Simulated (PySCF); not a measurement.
Sn(H)(OH)2(NH2) (H5NO2Sn), SMILES [NH2][SnH]([OH])[OH].

The structure is a stationary point at PBE-D3(BJ)/def2-SVP. The structure was generated by enumeration; whether it is a known compound was not checked. The def2 effective core potentials stand for the cores of Sn; spin–orbit coupling is left out. The values are those of a single conformer.

These are PBE-D3(BJ)/def2-SVP run with PySCF values and carry that method's errors.

Frequencies are harmonic and unscaled.

```tsv
mode	ν (cm⁻¹)	IR (km/mol)	moving atoms (share of kinetic energy)
1	90	39.9	H 49 %, O 34 %, N 13 %
2	129	17.0	H 43 %, O 27 %, N 23 %
3	154	26.1	H 61 %, O 20 %, N 14 %
4	166	4.4	H 45 %, O 29 %, Sn 13 %, N 13 %
5	199	62.0	O 47 %, H 38 %, Sn 9 %
6	287	121.5	H 82 %, O 14 %
7	498	17.6	H 82 %, N 16 %
8	523	148.8	H 53 %, N 40 %
9	559	33.3	H 75 %, N 16 %
10	588	61.5	O 85 %, Sn 10 %
11	596	42.5	O 81 %, Sn 11 %
12	640	70.8	H 69 %, N 22 %
13	825	18.9	H 92 %
14	854	34.4	H 92 %
15	868	127.9	H 91 %
16	1483	11.0	H 92 %, N 8 %
17	1846	152.7	H 99 %
18	3408	9.8	H 96 %
19	3511	12.0	H 92 %, N 8 %
20	3700	45.0	H 94 %
21	3709	43.5	H 94 %
```
